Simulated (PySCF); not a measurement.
# Relaxation of singlet AlF₃

Method: PBE0 in PySCF with Al def2-TZVP, F def2-TZVP; no relativity; density-fitted integrals. A (50,194) grid was used.

A hand-made T-shaped start, of C2v symmetry, held to at least that symmetry:

```xyz
4
charge 0 multiplicity 1, angstrom
Al    0.0000    0.0000   -0.4598
F     0.0000    0.0000    1.4402
F     1.8988    0.0000   -0.3935
F    -1.8988    0.0000   -0.3935
```

**Question.** What forces act on the atoms at the start (eV/Å)?

**Answer.** 
| atom | Fx | Fy | Fz |
| --- | --- | --- | --- |
| Al1 | 0.00 | 0.00 | 7.10 |
| F2 | 0.00 | 0.00 | -3.69 |
| F3 | -4.14 | 0.00 | -1.70 |
| F4 | 4.14 | 0.00 | -1.70 |

**Question.** What does it relax to?

**Answer.** It ends at D3h with Al–F 1.629 Å (×3); F–Al–F 120.0° (×3) (after a last refinement on a finer grid). A frequency run shows a minimum.

**Question.** How much energy is released, and in how many steps?

**Answer.** 380.8 kJ/mol in 7 steps.

The relaxation took about 26 core-seconds on a shared host.
